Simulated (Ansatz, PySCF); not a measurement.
CH5GaN, charge +1. Atoms are numbered in the order given.

```xyz
8

Ga     0.0044    -0.0213     0.0159
C     -0.2267     1.5034    -1.0972
H     -1.0362     2.1250    -0.6845
H     -0.5006     1.1674    -2.1091
H      0.7113     2.0772    -1.1294
N      0.2127    -1.4246     1.0391
H      0.5673    -2.3197     0.7079
H     -0.0079    -1.4389     2.0330
```
Charge +1, spin multiplicity 1.

Geometry optimised at ωB97X-D3(BJ)/def2-SVP. The spin state was assumed, not searched. The isomer is the one that the SMILES or the coordinates give; other isomers of the formula were not compared. Other conformers were not sampled.

Vertical ionisation energy (IE) and electron affinity (EA) in eV. Rows of orbital energies are one-electron estimates. Where ΔSCF, EOM or ADC give a negative EA the extra electron is unbound and the value depends on the basis.

| level | IE | EA |
|---|---|---|
| −ε(HOMO), −ε(LUMO), M06-2X/def2-TZVPD (PySCF) | 14.78 | 6.10 |
| −ε(HOMO), −ε(LUMO), PBE/def2-TZVPD (PySCF) | 12.03 | 7.52 |
| ΔSCF, PBE0/def2-SVPD (Ansatz), final states of multiplicity 2 and 2 | 15.82 | 4.85 |
| ΔSCF, PBE/def2-SVPD (Ansatz), final states of multiplicity 2 and 2 | 15.93 | 4.88 |

Task: What vertical singlet–triplet gap does ΔSCF give with PBE0/def2-SVPD (Ansatz, an electronic-structure program) and with PBE/def2-SVPD (Ansatz)? (The exact figures need the calculation; the answer reports its results.)

Result: 5.02 and 5.13 eV (triplet above singlet where positive).
